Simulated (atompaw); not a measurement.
# Sc (Z = 21): PAW (atompaw) pseudisation with PBEsol, scalar-relativistic reference atom.

atompaw 4.2.0.5 input, output lines left out:

```
Sc 21
GGA-PBESOL scalarrelativistic loggrid 1500 logderivrange -4 5 226
4 4 3 0 0 0
4 1 0
3 2 1
0 0 0
c
c
c
v
c
v
v
v
2
3.00 2.20 2.85 2.85
y
1.25
n
n
y
2.7
n
custom polynom gramschmidtortho sinc
3 1 troulliermartins
3.00
3.00
1.80
3.00
3.00
3.00
```

- Cutoffs needed: 25 Ry and 45 Ry (the cutoffs (Ry, on a coarse ladder) from which the occupation-weighted sum of valence levels, in a spherical-Bessel basis at the reference potential, stays within 10 and 1 mRy of its value at 400 Ry)
- Ghost test: ghost state, extra bound levels that the all-electron valence spectrum of the same l lacks: s at -181.4 eV; a true bound ghost makes a file unfit for plane-wave use (spherical-Bessel basis up to 400 Ry, 20 bohr box)
- Lowest eigenvalue of the overlap operator: 0.05 (s channel)
- Overlap eigenvalues printed by atompaw (projector basis): 0.00321, 0.764, 2.74, 2.99, 320, 753
- Share of each valence orbital outside the PAW sphere: 4s 67 %, 3p 0 %, 4p 87 %, 3d 14 %
